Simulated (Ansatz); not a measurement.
`C#C[O][SbH2]` + `C=C=N` → `C=C=[N][SbH2]` + `C#CO` at 400 K and 1 bar (ligand exchange at the Sb–O bond).

Gas-phase electronic energies from Ansatz, PBE0-D4/def2-TZVP geometries. CCSD(T)/CBS adds triple-zeta CCSD(T) − MP2 to the extrapolated MP2 energy (def2 sets, frozen cores). This one scheme is used for every species. def2 core potentials past Kr. For Sb outer-core shells are correlated without core-valence functions, which leaves a few kJ/mol of doubt a bond. Each species was taken in one conformer, which may not be the lowest.

```tsv
species	CCSD(T)/CBS energy (Eh)	H − E (kJ/mol)	S (J/(mol·K))
`C#C[O][SbH2]`	-392.99526	121.5	350.8
`C=C=N`	-132.55079	133.3	267.3
`C=C=[N][SbH2]`	-373.15774	153.4	359.1
`C#CO`	-152.38380	102.4	264.4
```

H − E and S are ideal-gas, rigid-rotor, harmonic terms from PBE0-D4/def2-TZVP, for one conformer and one mirror image of each species. 1 Eh = 2625.50 kJ/mol, R = 8.31446 J/(mol·K).

Problem. By hand: ΔE, ΔH, ΔS and ΔG.

Solution. ΔE = (-373.15774) + (-152.38380) − (-392.99526) − (-132.55079) = 0.00451 Eh = 11.8 kJ/mol. Δ(H − E) = 153.4 + 102.4 − 121.5 − 133.3 = 1.0, so ΔH = 12.8 kJ/mol. ΔS = 359.1 + 264.4 − 350.8 − 267.3 = 5.4 J/(mol·K). ΔG = 12.8 − 400 × (5.4)/1000 = 10.6 kJ/mol.

Problem. By hand: the equilibrium constant, and the temperature at which ΔG would vanish if ΔH and ΔS stayed fixed.

Solution. log₁₀ K = −ΔG/(RT ln 10) = -1.4. ΔG = 0 at ΔH/ΔS = 2370 K, though so small a ΔS makes that figure unsure.

The number of gas molecules stays the same, so ΔS is small and ΔH decides. A doubt of 5 kJ/mol in ΔE shifts log₁₀ K by 0.7 here. Other conformers and mirror images would add mixing entropy, several J/(mol·K) or more a flexible species. These are equilibria of isolated gas molecules and say nothing of rates. Largest T1 diagnostic: 0.015 (customary marks: 0.02 for closed shells, 0.045 for open ones).
